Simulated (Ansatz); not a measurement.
Basis sets compared for Zn4Br8 (the lowest singlet isomer of a short search). Total charge 0; singlet. Geometry PBE-D4/def2-SVP. Ansatz on 2 threads of AMD EPYC 7R13 on a shared host and a share (18 GiB) of an NVIDIA H100 80GB HBM3; times are rough, and most runs start from earlier orbitals.

```csv
atom,x (Å),y (Å),z (Å)
Zn1,1.2563,0.0003,-0.8606
Zn2,-1.4608,1.5632,-2.1297
Zn3,1.4597,-1.5637,2.1259
Zn4,-1.2535,0.0027,0.8639
Br5,1.0596,1.9463,-2.2324
Br6,-1.0606,-1.9448,2.2332
Br7,1.0293,0.9964,1.4947
Br8,2.4626,-1.9486,-0.1872
Br9,-1.0271,-0.9922,-1.4931
Br10,-2.7096,2.1342,-3.9434
Br11,-2.4575,1.9511,0.1867
Br12,2.7014,-2.1449,3.9422
```

Single mean-field runs in def2-TZVP are fitted with def2-universal-jkfit. The structure comes from a short search, and lower isomers may exist.

Binding counts from free atoms (Zn singlet, Br doublet) in the same basis, without a counterpoise term.

```json
{"level": "PBE-D4/def2-SVP", "functions": "380", "energy (Eh)": "-27703.7305", "HOMO (eV)": "-6.40", "LUMO (eV)": "-3.03", "binding per atom (eV)": "2.40", "wall time": "2.7 s"}
{"level": "PBE0-D4/def2-SVP", "functions": "380", "energy (Eh)": "-27704.5747", "HOMO (eV)": "-7.74", "LUMO (eV)": "-2.28", "binding per atom (eV)": "2.40", "wall time": "6 s"}
```

Q: Estimate the rows for PBE-D4/def2-TZVP (with forces), PBE0-D4/def2-TZVP.

A: 
| level | functions | energy (Eh) | HOMO (eV) | LUMO (eV) | binding per atom (eV) | wall time |
| --- | --- | --- | --- | --- | --- | --- |
| PBE-D4/def2-TZVP (with forces) | 576 | -27707.2713 | -6.74 | -3.16 | 2.24 | 4 s |
| PBE0-D4/def2-TZVP | 576 | -27708.0775 | -7.99 | -2.32 | 2.28 | 4.3 s |
